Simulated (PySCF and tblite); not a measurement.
The numbers below are computed, except where a source is named.
**Rotation: stationary points, barriers and rates**

System: C₆H₄O₄, numbered as in [O:1]=[CH:2][c:3]1[cH:4][c:5]([C:6](=[O:7])[OH:8])[cH:9][o:10]1.

Motion: rotation about the C5–C6 bond (torsion C4–C5–C6–O7 from 180° to 360°, rising). The path came from a restrained scan, a climbing-image band and a saddle search at GFN2-xTB; energies are CAM-B3LYP/pcSseg-1 + D3(BJ)//GFN2-xTB, thermal terms GFN2-xTB. Rate constants are transition-state-theory values, counting equivalent paths, without tunnelling. (PySCF 2.14 with density fitting, tblite 0.8.)

| point | symmetry | E(GFN2) kcal/mol | E(DFT) kcal/mol | ZPE change kcal/mol | lowest mode cm⁻¹ | dipole D |
| --- | --- | --- | --- | --- | --- | --- |
| start | Cs | 0.0 | 0.0 | 0.00 | 51 | 1.57 |
| saddle | C1 | 4.0 | 7.9 | -0.12 | 59i | 3.41 |
| end | Cs | 0.3 | 0.0 | -0.04 | 48 | 4.32 |

```json
{"Electronic barrier": "7.9 kcal/mol", "Barrier with zero-point energy": "7.8 kcal/mol", "ΔH‡ (298 K)": "7.3 kcal/mol", "ΔS‡ (298 K, symmetry apart)": "-3.1 cal/(mol K)", "Paths": "2 equivalent paths", "End point": "a different minimum", "Mean lifetime of the start against this motion at 298 K": "88 ns", "Cost": "67 s on 1 thread of AMD EPYC 9R45, on a host shared with other jobs (rough), peak memory 0.96 GiB, launched as `OMP_NUM_THREADS=1 python ens_run.py task.json out`"}
```

```tsv
T/K	ΔG‡ kcal/mol	k s⁻¹	ΔG kcal/mol	k back s⁻¹
150	7.9	17	0.0	15
200	8.0	1.4×10⁴	0.0	1.3×10⁴
250	8.1	8.1×10⁵	0.0	7.5×10⁵
298	8.2	1.1×10⁷	0.0	1×10⁷
350	8.4	8.6×10⁷	-0.1	8.1×10⁷
400	8.5	3.7×10⁸	-0.1	3.5×10⁸
500	8.8	3×10⁹	-0.1	2.8×10⁹
```

ΔG and ΔG‡ leave out symmetry numbers and mirror images; rates count paths: 2 out, 2 back.
